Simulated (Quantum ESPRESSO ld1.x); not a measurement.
The numbers below are computed, except where a source is named.
Rh II, 44 electrons, occupied as [Kr] 4d7.5 5p0.5 (fractional occupations, a model configuration). Code: ld1.x of Quantum ESPRESSO 7.5. Model: Dirac Kohn-Sham, LDA (Slater exchange, VWN5 correlation), spin-unpolarised, spherical densities, point nucleus; open shells are shared between the two j in proportion to 2j + 1.

Spin-orbit splittings of the eigenvalues, e(l+1/2) - e(l-1/2), with zeta = 2 splitting/(2l+1) and mean radii in bohr:

| shell | occ. | splitting (eV) | zeta (eV) | <r> j=l-1/2 | <r> j=l+1/2 |
|---|---|---|---|---|---|
| 2p | 6 | 144.4 | 96.26 | 0.1204 | 0.1252 |
| 3p | 6 | 24.85 | 16.57 | 0.3835 | 0.3944 |
| 3d | 10 | 4.906 | 1.962 | 0.3686 | 0.3721 |
| 4p | 6 | 3.973 | 2.649 | 1.057 | 1.088 |
| 4d | 7.5 | 0.4245 | 0.1698 | 1.496 | 1.516 |
| 5p | 0.5 | 0.2721 | 0.1814 | 3.601 | 3.705 |
